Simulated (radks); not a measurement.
Question: Tc2+, configuration [Ar] 3d10 4s1.5 4p6 4d5 4f0.5 (fractional occupations, a model configuration). All-electron calculation, Dirac Kohn-Sham, PBE, spin-unpolarised, spherical densities, finite nucleus; open shells are shared between the two j in proportion to 2j + 1; Fermi nuclear charge, rms radius 4.4112 fm. Program: a radial shooting solver on a logarithmic mesh with Libxc functionals. Some entries of the table are withheld. Estimate them.

orbital      occ.  eigenvalue (hartree)  <1/r> (bohr^-1)
1s1/2           2             -767.3642            44.71
2s1/2           2             -110.1769            10.20
2p1/2           2             -101.6640              (1)
2p3/2           4             -97.31777              (2)
3s1/2           2             -19.88381            3.508
3p1/2           2             -16.61149            3.408
3p3/2           4             -15.88447            3.285
3d3/2           4             -10.09585            3.103
3d5/2           6              -9.95607            3.071
4s1/2         1.5              -3.49007            1.304
4p1/2           2              -2.52743              (3)
4p3/2           4              -2.41676              (4)
4d3/2           2              -0.99119           0.8599
4d5/2           3              -0.97882           0.8516
5s1/2           0                   (5)           0.4733
5p1/2           0              -0.56186           0.3974
5p3/2           0              -0.54871           0.3881
5d3/2           0              -0.30760           0.2574
5d5/2           0              -0.30635           0.2562
4f5/2    0.214286              -0.20634           0.1983
4f7/2    0.285714              -0.20632           0.1983

Answer: 
(1) 2p1/2 <1/r> (bohr^-1): 10.18
(2) 2p3/2 <1/r> (bohr^-1): 9.668
(3) 4p1/2 <1/r> (bohr^-1): 1.187
(4) 4p3/2 <1/r> (bohr^-1): 1.152
(5) 5s1/2 eigenvalue (hartree): -0.76327
